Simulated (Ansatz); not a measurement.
Relaxation of ClGaH$_{2}$ (4 atoms, charge 0, multiplicity 1), to a largest force component of 0.03 eV/Å in at most 50 steps.

These are results of RKS PBE0/def2-SVP in Ansatz, not measurements.

```xyz
4
Properties=species:S:1:pos:R:3
Ga -0.164 0.000 -0.954
Cl 1.758 0.000 1.900
H 2.117 0.000 0.615
H -1.753 0.000 -0.430
```

Question: Where does it end, and by what steps?

Answer: The forces met the threshold. After 10 steps the energy has fallen by 0.087 eV; Cl2 moved furthest, 0.70 Å.

```tsv
step	energy less start (eV)	largest force component (eV/Å)	accepted
0	0.0000	1.076	yes
1	-0.0157	0.222	yes
2	-0.0257	0.220	yes
3	-0.0291	0.207	yes
4	-0.0308	0.295	yes
5	-0.0338	0.685	yes
6	-0.0660	0.093	yes
7	-0.0762	0.125	yes
8	-0.0792	0.388	yes
9	-0.0863	0.042	yes
10	-0.0871	0.007	yes
```

```xyz
4
Properties=species:S:1:pos:R:3
Ga -0.234 0.000 -1.142
Cl 1.260 0.000 1.412
H 2.450 0.000 0.918
H -1.517 0.000 -0.058
```

Whether the end is a true minimum wasn't checked by a vibrational analysis.

The run took 9.5 s on 1 thread of Intel(R) Xeon(R) 6975P-C (Granite Rapids), with other jobs on the host, peak memory 0.13 GiB.
